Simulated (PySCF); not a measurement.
Match each property card to its molecule.

Structures:
1. `C(/C=O)(=C(\C#CC)F)C#N`
2. `[SiH3][SiH2][SiH2][SiH3]`
3. `O=C([SiH3])/C=C\Cl`
4. `CC[PH+]1C=CC=C1`

Card P (geometry GFN2-xTB):
* Rotational constants A, B, C: 5.056, 1.522, 1.287 GHz
* Static isotropic polarisability (PBE0/def2-SVPD): 82.8 au
* 13C chemical shifts (computed TMS as zero) by class (GIAO PBE0/pcSseg-1): 165.8 (2 C), 122.9 (2 C), 19.6 (1 C), 11.5 (1 C) ppm
* Strongest line among the 8 lowest singlet transitions (TDDFT PBE0/def2-SVPD): S2 at 6.18 eV (201 nm, f = 0.075)
* Isotropic shieldings of nuclei other than C and H, by class (GIAO PBE0/pcSseg-1): 315 (1 P) ppm

Card Q (geometry GFN2-xTB):
- Rotational constants A, B, C: 3.506, 1.111, 0.918 GHz
- Static isotropic polarisability (PBE0/def2-SVPD): 121.1 au
- Strongest line among the 8 lowest singlet transitions (TDDFT PBE0/def2-SVPD): S6 at 7.28 eV (170 nm, f = 0.352)
- Dipole moment (PBE0/def2-SVPD): 0.19 D
- Lowest triplet excitation (Tamm–Dancoff) (TDA PBE0/def2-SVPD): 5.81 eV

Card R (geometry GFN2-xTB):
* Rotational constants A, B, C: 3.506, 1.735, 1.177 GHz
* Static isotropic polarisability (PBE0/def2-SVPD): 81.1 au
* 13C chemical shifts (computed TMS as zero) by class (GIAO PBE0/pcSseg-1): 233.5 (1 C), 147.1 (1 C), 142.4 (1 C) ppm
* Isotropic shieldings of nuclei other than C and H, by class (GIAO PBE0/pcSseg-1): -569 (1 O), 421 (1 Si), 711 (1 Cl) ppm
* Strongest line among the 8 lowest singlet transitions (TDDFT PBE0/def2-SVPD): S2 at 5.27 eV (235 nm, f = 0.205)
* HOMO energy (PBE0/def2-SVPD): -7.19 eV
* Point group: Cs

Card S (geometry GFN2-xTB):
- Rotational constants A, B, C: 2.260, 0.812, 0.600 GHz
- Static isotropic polarisability (CAM-B3LYP/def2-SVPD): 99.7 au
- Dipole moment (CAM-B3LYP/def2-SVPD): 6.57 D
- Point group: Cs
- Lowest singlet excitation (TDDFT CAM-B3LYP/def2-SVPD): 3.64 eV (341 nm, f = 0.000)

Each SMILES stands for a single optimised conformer of the isolated species, non-relativistic unless stated; the electronic structure was computed with PySCF and density fitting. NMR classes are plain means over equivalent atoms (diastereotopic ones count apart unless rotation or inversion swaps them), as if these changed places fast.

Q: Which card belongs to which structure?

A: P = 4, Q = 2, R = 3, S = 1. What ties each card to its structure:
- 1 (card S), C7H4FNO, monoisotopic mass 137.0 u, 10 heavy atoms: an asymmetric top with C = 0.600 GHz, the lowest such constant on the cards; polarisability 99.7 au for 70 electrons; dipole 6.57 D.
- 2 (card Q), Si4H10, monoisotopic mass 122.0 u, 4 heavy atoms: an asymmetric top with C = 0.918 GHz; polarisability 121.1 au for 66 electrons; dipole 0.19 D.
- 3 (card R), C3H5ClOSi, monoisotopic mass 120.0 u, 6 heavy atoms: 3 C in 3 classes; the least shielded carbon (233.5 ppm) is a carbonyl carbon; an asymmetric top with C = 1.177 GHz; polarisability 81.1 au for 62 electrons.
- 4 (card P), [C6H10P]+, monoisotopic mass 113.1 u, 7 heavy atoms: 6 C in 4 classes; the least shielded carbon (165.8 ppm) is an alkene CH carbon; an asymmetric top with C = 1.287 GHz, the highest such constant on the cards; polarisability 82.8 au for 60 electrons.
